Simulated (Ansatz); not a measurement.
Clusters of 5 atoms, halide: gap (eV) at several levels, gas phase, relaxed structures; Ansatz. Clusters are the lowest isomers that short searches found in that spin, judged at the geometry's level. Core potentials for Au, I, Rb in the def2 sets, no spin–orbit coupling. HOMO and LUMO are taken over both spins. The structures are stationary points that may keep the symmetry of their start.

```csv
species,state,geometry,PBE-D4/def2-SVP,PBE-D4/def2-TZVP,r2SCAN-D4/def2-TZVP,PBE0-D4/def2-SVP,PBE0-D4/def2-TZVP
Rb2H3,doublet,r2SCAN-D4/def2-TZVP,0.39,0.40,0.52,1.13,1.15
Na2Cl3,doublet,PBE-D4/def2-SVP,0.42,0.41,0.80,2.58,2.63
Li3Cl2,doublet,PBE0-D4/def2-TZVP,1.39,1.40,1.60,2.67,2.69
```

Estimate the rows for Au3I2 (doublet, PBE-D4/def2-SVP geometry).


| species | state | geometry | PBE-D4/def2-SVP | PBE-D4/def2-TZVP | r2SCAN-D4/def2-TZVP | PBE0-D4/def2-SVP | PBE0-D4/def2-TZVP |
| --- | --- | --- | --- | --- | --- | --- | --- |
| Au3I2 | doublet | PBE-D4/def2-SVP | 0.42 | 0.43 | 0.80 | 1.94 | 1.98 |

Over the 4 species that have every level, the mean is 0.65 at PBE-D4/def2-SVP, 0.66 at PBE-D4/def2-TZVP, 0.93 at r2SCAN-D4/def2-TZVP, 2.08 at PBE0-D4/def2-SVP, 2.11 at PBE0-D4/def2-TZVP. Orbital gaps grow with the share of exact exchange and aren't one observable across functionals.
